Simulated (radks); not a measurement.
Numerical settings for the nickel ion Ni2+, [Ar] 3d8. Method: Dirac Kohn-Sham, BLYP, spin-unpolarised, spherical densities, point nucleus; open shells fill j = l - 1/2 first; computed with a radial shooting solver on a logarithmic mesh with Libxc functionals. The defaults (mesh step 0.008 in ln r, mesh end at 40 bohr or more with all orbitals vanishing there, Anderson mixing 0.5 over 9 steps, residual threshold near 1e-9 with the energy settled to 1e-9 hartree or 1e-11 of itself, here a cap of 94 iterations) give E = -1519.9478 hartree and 3d5/2 at -28.272 eV in 15 iterations. Run on one thread of a shared host, so times are rough (Arm Neoverse V1): 0.09 s of CPU time, 0.09 s wall, 15 iterations on 2476 mesh points. Changes against that run (0 stands for a change within the tolerance of the run):

| setting | iterations | converged | E (mhartree) | e(3d5/2) (meV) | CPU (s) |
|---|---|---|---|---|---|
| mesh step in ln r 0.03 | 15 | yes | +0.000315 | 0 | 0.03 |
| mesh step in ln r 0.12 | 2 | no | diverged | - | 0.01 |
| mesh step in ln r 0.08 | 4 | no | diverged | - | 0.01 |
| mesh end (bohr) 5 | 15 | yes | +1.21 | +69.3 | 0.09 |
| mesh end (bohr) 2 | 14 | yes | +1.77e+03 | +2e+04 | 0.09 |
| residual threshold 1e-13 | 22 | yes | 0 | 0 | 0.12 |
| residual threshold 1e-16 | 94 | no | 0 | 0 | 0.29 |
| mixing 1.5 | 15 | yes | 0 | 0 | 0.1 |
| linear mixing, mixing 1 | 94 | no | +5.2e+04 | +2.12e+04 | 1.2 |
| linear mixing, mixing 0.2 | 88 | yes | 0 | 0 | 0.38 |
| mixing history 3 | 19 | yes | 0 | 0 | 0.11 |
| iteration cap 5 | 5 | no | +7.83 | +1.23e+03 | 0.04 |

Settings that end as converged yet miss the energy by more than 1 mhartree: mesh end (bohr) 5 (+0.00121 hartree); mesh end (bohr) 2 (+1.77 hartree). A mesh that ends early acts as a hard wall.
